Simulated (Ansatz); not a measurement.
Compare A (`[CH2]1[SiH2][NH][GeH2]1`) with its isomer B (`[SiH3][CH]1[NH][GeH2]1`).

Gas-phase electronic energies from Ansatz, PBE0-D4/def2-TZVP geometries. CBS: MP2 limit from def2 TZ/QZ plus the TZ coupled-cluster correction, frozen cores. Functionals use def2-TZVPP. B3LYP here is the variant with VWN-RPA as its local correlation; programs differ in this. For Ge outer-core shells are correlated without core-valence functions, which leaves a few kJ/mol of doubt a bond. Scalar relativity is left out up to krypton.

A:

```xyz
11

C    -0.1551   -0.9133    0.8048
Si    0.7579   -0.6764   -0.8314
N     0.2209    0.9578   -0.9348
Ge   -0.7483    0.9605    0.6439
H     0.4754   -1.1026    1.6730
H    -0.9700   -1.6365    0.7894
H     0.2882   -1.5687   -1.9317
H     2.2371   -0.8531   -0.7414
H     0.3682    1.6832   -1.6132
H    -2.2601    1.1965    0.4432
H    -0.2140    1.9526    1.6982
```

B:

Z-matrix (Å, degrees):
```
Si
C 1 1.861
H 1 1.489 2 109.4
H 1 1.490 2 111.7 3 120.4
H 1 1.487 2 109.3 3 -119.4
N 2 1.494 1 114.7 3 168.7
Ge 2 1.925 1 121.0 3 94.2
H 2 1.092 1 116.3 3 -49.6
H 6 1.014 2 111.4 1 137.6
H 7 1.522 2 122.7 1 11.7
H 7 1.526 2 117.7 1 -153.6
```

(1) Which is lower in electronic energy at CCSD(T)/CBS, and by how much? (Estimate.)

(2) Give E(B) − E(A) in kcal/mol with CCSD/def2-TZVPP, B2PLYP, ωB97M-V, B3LYP, HF/def2-TZVPP, B3LYP-D4, MP2/def2-TZVPP. (An estimate is asked.)

Largest T1 diagnostic: 0.013.

## Answers

(1) Ansatz gave: A, by 56.4 kcal/mol.

(2) The calculation gave: CCSD/def2-TZVPP 58.4, B2PLYP 56.7, ωB97M-V 58.1, B3LYP 55.3, HF/def2-TZVPP 63.0, B3LYP-D4 55.8, MP2/def2-TZVPP 58.3. None reverses the order clearly.

From PBE to PBE0 (25 % exact exchange), in def2-TZVPP and without D4, E(B) − E(A) moves by +4.2 kcal/mol. In def2-TZVPP, CCSD(T) changes the Hartree–Fock value by −6.0 kcal/mol (the triples alone add −1.4 kcal/mol) and MP2 by −4.6 kcal/mol.
